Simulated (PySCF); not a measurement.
Calculated NMR data

Theory: structure optimised with GFN2-xTB, PBE0/pcSseg-1 with gauge-including orbitals, in PySCF 2.14 (one computed conformer, no relativistic terms, one averaged value for each set of equivalent atoms, no solvent).

Scale: 1H and 13C vs TMS (reference shieldings calculated alike). Splittings of carbon signals by F and P are missing where no couplings were computed. Where no couplings were computed, multiplicities follow the n + 1 count of equivalent neighbours, and m marks all less simple cases (inequivalent or close neighbours, rings, F or P nearby). Shifts are as computed. Against solution values, carbons near 30 ppm lie about +3 ppm off and those near 130 ppm about +5 ppm; carbons on Cl a further +6 ppm. Of 1211 compounds with measured shifts, 218 miss one by over three times the rms of a fit or turn the order of signals round; such compounds aren't used in these exercises. Carbons bonded to Cl come out too deshielded.

**1.** SMILES C[C@@H]1[SiH2][C@@H](F)[Si@H]1C#N, C4H8FNSi2. 1H NMR (400 MHz, computed): δ 5.99 (m, 1H), 5.10 (m, 1H), 4.98 (m, 1H), 4.69 (m, 1H), 1.70 (m, 1H), 1.32 (d, 3H). 13C{1H} NMR (computed): δ 122.8 (C), 88.0 (CH), 15.6 (CH3), 9.8 (CH).

**2.** SMILES C=CCC(=O)[SiH2]CCl, C5H9ClOSi. 1H NMR (400 MHz, computed): δ 5.83 (m, 1H), 5.75 (m, 1H), 5.73 (m, 1H), 4.60 (t, 2H), 3.41 (d, 2H), 3.18 (t, 2H). 13C{1H} NMR (computed): δ 241.2 (C), 138.7 (CH), 131.3 (CH2), 61.7 (CH2), 28.3 (CH2).
